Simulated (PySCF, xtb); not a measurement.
ClH5OSi2, SMILES O[Si@@H]([SiH3])Cl.

Coordinates come from a B3LYP-D3(BJ)/def2-SVP optimisation. The structure was generated by enumeration; whether it is a known compound was not checked. Other conformers were not sampled.

Level of theory: C-PCM-M06-2X/def2-SVP run with PySCF.

The values are the electrostatic part of the solvation free energy, E(continuum) − E(gas) at the gas-phase geometry, in a cavity of scaled van der Waals radii (PySCF's table); cavitation and dispersion terms are not included. In vacuum the orbital gap is 10.03 eV. The dipole moment in vacuum is 1.57 D.

```json
[
 {"solvent": "water", "ε": "78.36", "ΔG(elec) (kcal/mol)": "-4.5", "dipole (D)": "2.02", "gap (eV)": "10.14"},
 {"solvent": "tetrahydrofuran", "ε": "7.43", "ΔG(elec) (kcal/mol)": "-3.9", "dipole (D)": "1.95", "gap (eV)": "10.13"},
 {"solvent": "toluene", "ε": "2.37", "ΔG(elec) (kcal/mol)": "(withheld)", "dipole (D)": "(withheld)", "gap (eV)": "(withheld)"}
]
```

**Question.** Complete the blanks. (The exact figures need the calculation; the answer reports its results.)

**Answer.** 
- toluene, ΔG(elec) (kcal/mol): -2.5
- toluene, dipole (D): 1.81
- toluene, gap (eV): 10.10

For comparison, GFN2-xTB/ALPB(water) (xtb, at the GFN2-xTB geometry, all terms of that model) gives -4.7 kcal/mol.
